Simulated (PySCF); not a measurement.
Ge(F)(OH)2(NH2) (FGeH₄NO₂), SMILES [OH][Ge]([F])([OH])[NH2].

Coordinates come from a PBE0-D3(BJ)/def2-SVP optimisation. The structure was generated by enumeration, and PubChem lists no compound with its InChIKey, so it may never have been made. Other conformers were not sampled.

Two levels are set side by side: PBE/def2-TZVP (PySCF) and PBE0/def2-TZVP (PySCF). Same geometry, gas phase. Differences are taken from unrounded values.

```tsv
quantity	PBE0
orbital gap (eV)	8.18
highest occupied level (eV)	-8.34
lowest empty level (eV)	-0.17
dipole moment (D)	1.63
mean polarisability (bohr³)	39.7
```

**Question.** What does PBE give, and how far is it from PBE0? (An estimate is asked for; the answer gives what the named calculation found.)

**Answer.** 
```json
[
 {"quantity": "orbital gap (eV)", "PBE": "5.63", "PBE minus PBE0": "-2.55"},
 {"quantity": "highest occupied level (eV)", "PBE": "-6.77", "PBE minus PBE0": "1.57"},
 {"quantity": "lowest empty level (eV)", "PBE": "-1.14", "PBE minus PBE0": "-0.98"},
 {"quantity": "dipole moment (D)", "PBE": "1.59", "PBE minus PBE0": "-0.05"},
 {"quantity": "mean polarisability (bohr³)", "PBE": "42.1", "PBE minus PBE0": "2.4"}
]
```

Without exact exchange PBE keeps part of each electron's self-repulsion, which lifts occupied levels and narrows the gap. PBE's more diffuse valence density responds more strongly to a field. Differences between two approximate levels are no errors against the true value.

Rough cost on one machine, each run with all the roots and properties that it gave: PBE0 against PBE within a factor of 2.
